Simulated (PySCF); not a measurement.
Point groups of optimised structures. Level of theory: PBE0-D3(BJ)/def2-SVP geometry optimisation, gas phase, def2 core potentials past Kr in PySCF. The symmetry is that of the one conformer found, every atom within 0.08 Å of its image; none is proved a minimum here. Atoms past krypton carry def2 core potentials. The geometries of the anions come from a basis without diffuse functions.

(1) `[I][Cr]([I])([I])[I]` [triplet]: symmetry, top, dipole?

(2) `[SiH3][GeH3]`: symmetry, top, dipole?

(3) `[CH2:1]=[C:2]([CH3:3])[GeH2:4][NH:5][GeH3:6]` with C1–C2–Ge4–N5 -4°, C2–Ge4–N5–Ge6 -81°: symmetry, top, dipole?

(4) Point group, rotor type and polarity of [RuF6]4-, `[F][Ru-4]([F])([F])([F])([F])[F]`?

(5) What symmetry has `[CH2:1]=[CH:2][C@@H:3]1[CH2:4][C@@H:5]([F:6])[CH2:7][CH2:8][SiH2:9]1` with C1–C2–C3–C4 -131°, C2–C3–C4–C5 -179°, C3–C4–C5–F6 -57°, C4–C5–C7–C8 -64°, C5–C7–C8–Si9 55°?

Results:

(1) Td; spherical top; symmetry number 12; 24 operations, which sort the 5 atoms into 2 sets; dipole forbidden by symmetry (computed 0.02 D); A, B, C = 243.3, 242.9, 242.2 MHz.

(2) C3; prolate symmetric top; symmetry number 3; 3 operations, which sort the 8 atoms into 4 sets; dipole 0.02 D; A, B, C = 41246, 3590, 3590 MHz.

(3) C1; near-prolate asymmetric top; symmetry number 1; this conformer is chiral (no improper operation); dipole 0.74 D.

(4) Oh; spherical top; symmetry number 24; 48 operations, which sort the 7 atoms into 2 sets; dipole about the centre of mass forbidden by symmetry (computed 0.00 D); A, B, C = 1316, 1316, 1316 MHz.

(5) C1; asymmetric top; symmetry number 1; this conformer is chiral (no improper operation); dipole 1.50 D.

Neither the SCF state along the optimisation nor the shape of the open-shell metal species was proved the lowest: other solutions of the same spin, or a structure of lower symmetry, can lie below.
